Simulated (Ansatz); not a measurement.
A structure relaxed at PBE0-D4/def2-TZVP, charge 0, multiplicity 1:

Cartesian coordinates in Å:
```
C -1.234 -0.176 1.107
Ge 0.494 0.447 0.459
C 0.770 -0.269 -1.387
F 1.904 0.243 -1.942
F -0.276 0.098 -2.186
H -1.252 -1.265 1.162
H -2.023 0.155 0.431
H -1.433 0.225 2.102
H 1.650 -0.074 1.331
H 0.554 1.978 0.361
H 0.846 -1.362 -1.438
```

(1) Give its formula and SMILES.

(2) Summarise the bond lengths by kind.

## Answers

(1) C2H6F2Ge, `[CH3][GeH2][CH](F)F`.

(2) 2 × C–Ge 1.948 to 1.999 Å; 4 × C–H 1.090 to 1.096 Å; 2 × Ge–H 1.536 to 1.539 Å; 2 × C–F 1.363 to 1.366 Å.

All numbers were calculated with Ansatz.
